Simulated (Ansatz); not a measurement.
Molecule: CH₇P₂Si, net charge 0, doublet state. It need not be the lowest isomer of its formula. 
Structure (B3LYP-D3(BJ)/def2-TZVP (Ansatz, an electronic-structure program) minimum search):
```
Si
C 1 1.8856
H 2 1.0908 1 110.81
H 2 1.0914 3 108.67 1 122.05
H 2 1.0941 3 108.03 4 117.29
P 1 2.2687 2 109.00 3 175.58
H 6 1.4178 1 94.33 2 172.13
H 6 1.4238 7 93.65 1 95.65
P 1 2.2733 2 114.62 3 -57.68
H 9 1.4208 1 94.46 2 48.36
H 9 1.4240 10 93.36 1 94.63
```
Charge 0, spin multiplicity 2.

Property: atomisation energy (electronic, to ground-state atoms); the coupled-cluster value holds the core correlation from cc-pwCVTZ, in kJ/mol. Valence correlation only, unless marked. Open shells are spin-unrestricted. No spin-orbit coupling. No relativistic terms. Basis-set limits of correlation are two-point, X^-3; Hartree-Fock from the larger set.

Level to compare with: CCSD(T)/CBS(cc-pV(T+d)Z,cc-pV(Q+d)Z) plus the core term (Ansatz), 3361.0 kJ/mol. It is a level with limits of its own, and the differences hold the functionals' basis error too.

Task: Rank these functionals by how close they come to CCSD(T)/CBS(cc-pV(T+d)Z,cc-pV(Q+d)Z), closest first: CAM-B3LYP/def2-TZVPD (Ansatz); r2SCAN/def2-TZVPD (Ansatz); B97M-V/def2-TZVPD (Ansatz).

Result: r2SCAN/def2-TZVPD (meta-GGA, 3365.4 kJ/mol, difference 4.4), CAM-B3LYP/def2-TZVPD (range-separated hybrid, 3345.3 kJ/mol, difference -15.7), B97M-V/def2-TZVPD (meta-GGA with VV10, 3406.5 kJ/mol, difference 45.5)
